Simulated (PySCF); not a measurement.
Electron correlation in Rh (rhodium, neutral)

[Kr] 4d8 5p1, one real determinant (an excited configuration). Computed with PySCF 2.14 in aug-cc-pVTZ-PP with ECP28MDF, with scalar relativity through the core potential. Frozen: 4s2 4p6; 9 electrons correlated.

```tsv
level	correlation energy (mhartree)
CCSD	-234.84
(T)	-10.58
CCSD(T)	-245.42
```

Diagnostics: T1 = 0.029, D1 = 0.1187, largest double amplitude 0.036.

The real determinant used has ⟨L²⟩ near 14 against 20 for a pure G term, so it mixes terms.

Cost of the coupled-cluster step: roughly 40 core-seconds, for 9 correlated electrons.

The reference is one real determinant that mixes LS terms of this configuration.
